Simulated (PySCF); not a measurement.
## SMILES FC(F)(F)[C@@H]1C[P@@H]1=[Se], C$_{3}$H$_{4}$F$_{3}$PSe

Molfile (atoms numbered from 1):
```
C3H4F3PSe
     RDKit          3D

 12 12  0  0  0  0  0  0  0  0999 V2000
   -1.7388   -1.6711   -0.4356 F   0  0  0  0  0  0  0  0  0  0  0  0
   -1.2724   -0.4269   -0.6078 C   0  0  0  0  0  0  0  0  0  0  0  0
   -2.3547    0.3682   -0.7171 F   0  0  0  0  0  0  0  0  0  0  0  0
   -0.6600   -0.3954   -1.7951 F   0  0  0  0  0  0  0  0  0  0  0  0
   -0.3746   -0.0030    0.5109 C   0  0  2  0  0  0  0  0  0  0  0  0
    0.5811    1.1652    0.2125 C   0  0  0  0  0  0  0  0  0  0  0  0
    1.4133   -0.4497    0.4076 P   0  0  2  0  0  5  0  0  0  0  0  0
    2.3921   -1.6040   -1.0029 Se  0  0  0  0  0  2  0  0  0  0  0  0
   -0.8985    0.0045    1.4609 H   0  0  0  0  0  0  0  0  0  0  0  0
    0.6588    1.9319    0.9715 H   0  0  0  0  0  0  0  0  0  0  0  0
    0.5335    1.5600   -0.7963 H   0  0  0  0  0  0  0  0  0  0  0  0
    1.7215   -0.4803    1.7654 H   0  0  0  0  0  0  0  0  0  0  0  0
  1  2  1  0
  2  3  1  0
  2  4  1  0
  2  5  1  0
  5  6  1  0
  6  7  1  0
  7  8  2  0
  7  5  1  0
  5  9  1  1
  6 10  1  0
  6 11  1  0
  7 12  1  1
M  END
```

Level of theory: PySCF, TDDFT CAM-B3LYP/def2-SVPD circular dichroism and optical rotation, one conformer, gas phase. Geometry: GFN2-xTB.

The calculation is non-relativistic, which matters for the atoms heavier than Zn.

Stereocentres: C5 R, P7 S.

Give the optical rotatory dispersion at 633, 589.3, 546, 436, 405, 365, 355 nm.

[α] in deg dm⁻¹ (g/mL)⁻¹:
```tsv
λ (nm)	origin-invariant length gauge	modified velocity gauge	length gauge (centre of mass)	isotropic polarisability (au)
633	+74.9	+69.1	+75.7	94.8
589.3	+89.3	+82.5	+90.3	95.3
546	+108.4	+100.3	+109.7	96.0
436	+205.6	+191.1	+208.0	99.0
405	+262.7	+244.8	+265.9	100.5
365	+392.8	+367.8	+397.7	103.3
355	+444.9	+417.3	+450.3	104.2
```

And for the mirror image at 589.3 nm?

-89.3 deg dm⁻¹ (g/mL)⁻¹ (origin-invariant length gauge): the same size and the opposite sign.

What is the molar rotation [Φ] = [α]·M/100 of the geometry above at 589.3 nm?

With M = 207.00 g/mol, +184.8 deg cm² dmol⁻¹ (origin-invariant length gauge).

The first excitation lies at 4.31 eV (288 nm) with R = +0.6 × 10⁻⁴⁰ esu² cm² (velocity form).
